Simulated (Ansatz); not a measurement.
Molecule: C₃H₅O, charge -1, multiplicity 1. It need not be the lowest isomer of its formula. Whether it binds its extra electron was not tested at this geometry. 
Geometry from a B3LYP-D3(BJ)/def2-TZVP (Ansatz, a quantum-chemistry and plane-wave program) optimisation:
```
C
H 1 1.0991
H 1 1.0996 2 105.59
C 1 1.5290 2 111.55 3 -121.21
H 4 1.0938 1 110.03 2 -177.98
H 4 1.0940 5 105.87 1 -119.10
H 4 1.0972 5 108.46 6 -116.03
C 1 1.6254 2 105.71 3 111.44
O 8 1.2375 1 111.73 2 125.71
```
Charge -1, spin multiplicity 1.

Parts of the frozen-core correlation energy in STO-3G (Ansatz, hartree). Frozen orbitals: 4; correlated occupied orbitals by spin: 12 and 12; virtual: 9 and 9. Spin-orbit coupling is left out. No relativistic terms. The restricted reference is unstable.

```json
[
 {"term": "reference (HF)", "value": "-188.70705"},
 {"term": "MP2 opposite-spin", "value": "-0.16952"},
 {"term": "MP2 same-spin", "value": "…"},
 {"term": "CCSD correlation", "value": "…"},
 {"term": "(T)", "value": "…"},
 {"term": "T1 diagnostic", "value": "0.014"},
 {"term": "largest doubles amplitude", "value": "0.169"}
]
```

Question: Fill in the missing entries.

Answer: 
- MP2 same-spin, value: -0.03103
- CCSD correlation, value: -0.24989
- (T), value: -0.00537
